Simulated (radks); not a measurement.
Effect of the nuclear size on the mercury ion Hg3+, [Xe] 4f14 5d9. All-electron calculation, Dirac Kohn-Sham, BLYP, spin-unpolarised, spherical densities, finite nucleus; open shells fill j = l - 1/2 first; Fermi nuclear charge, rms radius 5.4648 fm. Program: a radial shooting solver on a logarithmic mesh with Libxc functionals. The rms radius is varied about that value; shifts are against it.

rms radius (fm),total energy shift (eV),density at nucleus (e/bohr^3),1s1/2 shift (meV),2s1/2 shift (meV),5s1/2 shift (meV),5p1/2 shift (meV),5d5/2 shift (meV),6s1/2 (empty) shift (meV),6p1/2 (empty) shift (meV)
4.4101,-38.2,2.539e+06,-15300,-2280,-27.0,-0.649,0.349,-4.02,-0.176
5.2407,-8.51,2.365e+06,-3400,-508,-6.03,-0.145,0.078,-0.897,-0.039
5.4648,0,2.325e+06,0.000,0.000,0.000,0.000,0.000,0.000,0.000
5.973,20.1,2.241e+06,8030,1200,14.2,0.345,-0.183,2.11,0.093
6.2299,30.6,2.202e+06,12200,1830,21.7,0.526,-0.280,3.22,0.142

Slopes of the eigenvalues against <r^2> in GHz/fm^2, as finite differences over the two radii next to the reference (eigenvalue slopes, not the field-shift constants of lines): 1s1/2 337000, 2s1/2 50200, 5s1/2 596, 5p1/2 14.4, 5d5/2 -7.69, 6s1/2 (empty) 88.7, 6p1/2 (empty) 3.90.
